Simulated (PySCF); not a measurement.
F (SMILES [F-]), charge -1, singlet. Base run: CCSD(T)/6-31G* in PySCF.

PySCF was given this input:
```python
from pyscf import gto, scf, cc

mol = gto.Mole()
mol.atom = '''
    F     0.00000000    0.00000000    0.00000000
'''
mol.basis = '6-31g*'
mol.charge = -1
mol.verbose = 4
mol.build()

mf = scf.RHF(mol)
mf.kernel()

mycc = cc.CCSD(mf)
mycc.kernel()
et = mycc.ccsd_t()
print('E(CCSD(T)) = %.10f' % (mycc.e_tot + et))
```

Each row names what was changed in the base input (with any setting that the change needs).

| change | ΔE vs base (mEh) | MP2 correlation (Eh) | CC correlation without the perturbative part (Eh) | basis functions |
|---|---|---|---|---|
| base | 0.000 | -0.17684 | -0.17944 | 14 |
| method = ccsd | 1.058 | -0.17684 | -0.17944 | 14 |
| cart = on | -1.651 | -0.17803 | -0.18069 | 15 |
| cc.conv_tol = 1e-5 | 0.000 | -0.17684 | -0.17944 | 14 |
| cc.diis_space = 3 | 0.000 | -0.17684 | -0.17944 | 14 |
| cc.level_shift = 0.2 | 0.000 | -0.17684 | -0.17944 | 14 |
| cc.diis_space = 10 | 0.000 | -0.17684 | -0.17944 | 14 |
| frozen = 2 | 42.737 | -0.13293 | -0.13695 | 14 |
| cc.direct = True | 0.000 | -0.17684 | -0.17944 | 14 |
| density fitting = JK and correlation | 0.004 | -0.17685 | -0.17945 | 14 |
